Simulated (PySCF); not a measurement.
## Optical rotation: `F[C@H]1COCS[C@@H]1F`, C4H6F2OS

Molfile (atoms numbered from 1):
```
C4H6F2OS
     RDKit          3D

 14 14  0  0  0  0  0  0  0  0999 V2000
   -1.5188    0.8524    1.3432 F   0  0  0  0  0  0  0  0  0  0  0  0
   -1.1787    0.3114    0.1311 C   0  0  1  0  0  0  0  0  0  0  0  0
   -0.0770    1.1427   -0.5386 C   0  0  0  0  0  0  0  0  0  0  0  0
    1.1554    1.0995    0.1361 O   0  0  0  0  0  0  0  0  0  0  0  0
    1.7363   -0.1525    0.1584 C   0  0  0  0  0  0  0  0  0  0  0  0
    0.8036   -1.3316    1.2164 S   0  0  0  0  0  0  0  0  0  0  0  0
   -0.7782   -1.1516    0.3404 C   0  0  2  0  0  0  0  0  0  0  0  0
   -0.7173   -1.7474   -0.8960 F   0  0  0  0  0  0  0  0  0  0  0  0
   -2.0821    0.3425   -0.4945 H   0  0  0  0  0  0  0  0  0  0  0  0
   -0.3748    2.1931   -0.5438 H   0  0  0  0  0  0  0  0  0  0  0  0
    0.0335    0.7827   -1.5727 H   0  0  0  0  0  0  0  0  0  0  0  0
    1.8055   -0.6012   -0.8413 H   0  0  0  0  0  0  0  0  0  0  0  0
    2.7227   -0.0556    0.6093 H   0  0  0  0  0  0  0  0  0  0  0  0
   -1.5307   -1.6849    0.9297 H   0  0  0  0  0  0  0  0  0  0  0  0
  1  2  1  0
  2  3  1  0
  3  4  1  0
  4  5  1  0
  5  6  1  0
  6  7  1  0
  7  8  1  0
  7  2  1  0
  2  9  1  6
  3 10  1  0
  3 11  1  0
  5 12  1  0
  5 13  1  0
  7 14  1  1
M  END
```

Computed, not measured: TDDFT LC-wPBE/def2-SVPD circular dichroism and optical rotation, one conformer, gas phase in PySCF. Geometry: GFN2-xTB.

Stereocentres: C2 S, C7 S.

Give the optical rotatory dispersion at 633, 589.3, 546, 436, 405, 365, 355 nm.

[α] in deg dm⁻¹ (g/mL)⁻¹:
| λ (nm) | origin-invariant length gauge | modified velocity gauge | length gauge (centre of mass) | isotropic polarisability (au) |
| --- | --- | --- | --- | --- |
| 633 | +24.0 | +18.6 | +22.9 | 70.4 |
| 589.3 | +28.2 | +21.9 | +27.0 | 70.6 |
| 546 | +33.6 | +26.3 | +32.2 | 70.9 |
| 436 | +58.7 | +47.0 | +56.4 | 71.9 |
| 405 | +71.8 | +58.2 | +69.1 | 72.4 |
| 365 | +97.9 | +81.3 | +94.5 | 73.3 |
| 355 | +107.1 | +89.7 | +103.5 | 73.5 |

And for the mirror image at 589.3 nm?

-28.2 deg dm⁻¹ (g/mL)⁻¹ (origin-invariant length gauge): the same size and the opposite sign.

What is the molar rotation [Φ] = [α]·M/100 of the geometry above at 589.3 nm?

With M = 140.15 g/mol, +39.5 deg cm² dmol⁻¹ (origin-invariant length gauge).

The first excitation lies at 5.86 eV (212 nm) with R = +6.6 × 10⁻⁴⁰ esu² cm² (velocity form).
